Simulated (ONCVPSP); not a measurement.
## Before and after: ONCV potential for selenium (Se)

selenium, optimised norm-conserving Vanderbilt (ONCV), made with ONCVPSP 4.0.1 (LDA (Perdew-Wang 92), scalar-relativistic). Core [Ne] 3s2, reference 3p6 3d10 4s2 4p4. Waves: 4s: rc 1.55 bohr, ncon 4, nbas 8, qcut 4.2 1/bohr, 2 projectors, debl 2.2 Ha; 3p+4p: rc 0.95 bohr, ncon 5, nbas 8, qcut 14.4 1/bohr, 2 projectors; 3d: rc 0.95 bohr, ncon 4, nbas 9, qcut 19.7 1/bohr, 2 projectors, debl 2.9 Ha; f scattering state at 0.18 Ha: rc 1.30 bohr, ncon 3, nbas 7, qcut 7.8 1/bohr, 3 projectors, debl 1.2 Ha. Local part: polynomial inside 0.75 bohr (lpopt 5, dvloc0 -1 Ha). Core correction: none.

All-electron outer shells of the reference configuration (LDA (PZ), scalar-relativistic, ld1.x):

| shell | level (eV) | outermost node (bohr) | outermost maximum (bohr) |
| --- | --- | --- | --- |
| 2p | -1412.93 | – | 0.13 |
| 3s | -212.67 | 0.24 | 0.50 |
| 3p | -152.70 | 0.21 | 0.50 |
| 3d | -53.39 | – | 0.45 |
| 4s | -17.49 | 0.70 | 1.51 |
| 4p | -6.66 | 0.74 | 1.80 |

Change: f: rc 0.95, qcut 10.7, nproj 0; local potential the f channel.

Cutoffs: the cutoffs (Ha) at which the residual kinetic energy of the hardest occupied pseudo-wave falls to 1 and 0.1 mHa per electron; they do not see the model core or the augmentation charge, which bear on the density cutoff. Errors are all-electron minus pseudo energies relative to the spin-unpolarised reference configuration.

**Question.** How do hardness, ghosts and transferability respond?

**Answer.** The potential gets neither clearly harder nor softer (138 Ha and 154 Ha → 138 Ha and 154 Ha); the bound ghost in f, s disappears; the lowest positive-energy flag moves from none to s at 24.8 eV; of the 4 tests that both files solve, the error grows in 0 and shrinks in 4 by more than 15 % and 0.3 meV (median size 4.1 → 1.8 meV). In the separable form a ghost depends on how the local part lies against the semilocal potential of the channel, so the choice of the local part can create or remove one.

```csv
quantity,base,changed
"cutoff, loose",138 Ha,138 Ha
"cutoff, tight",154 Ha,154 Ha
bound ghosts,"s, f",none
GHOST(+) flags under 300 eV,none,s at 24.8 eV
"error for 3p6 3d10 4s2 4p3, meV [ΔE 11.00 eV]",-2.0,-0.7
"error for 3p6 3d10 4s2 4p2, meV [ΔE 31.56 eV]",-6.1,-3.0
"error for 3p6 3d10 4s2 4p1, meV [ΔE 62.71 eV]",-13,-7.1
"error for 3p6 3d10 4s2 4p3.5, meV [ΔE 4.38 eV]",-0.7,-0.2
s: phases at 1.57 bohr within 0.05 rad from the reference energy up to (Ha; the scan ends near 5),n/a,to the end of the scan
p: phases at 0.96 bohr within 0.05 rad from the reference energy up to (Ha; the scan ends near 5),to the end of the scan,to the end of the scan
d: phases at 0.96 bohr within 0.05 rad from the reference energy up to (Ha; the scan ends near 5),to the end of the scan,to the end of the scan
```

 A true bound ghost makes a file unfit for plane-wave use even where its test errors are small: the radial tests pick states by their node count and pass the ghost by.
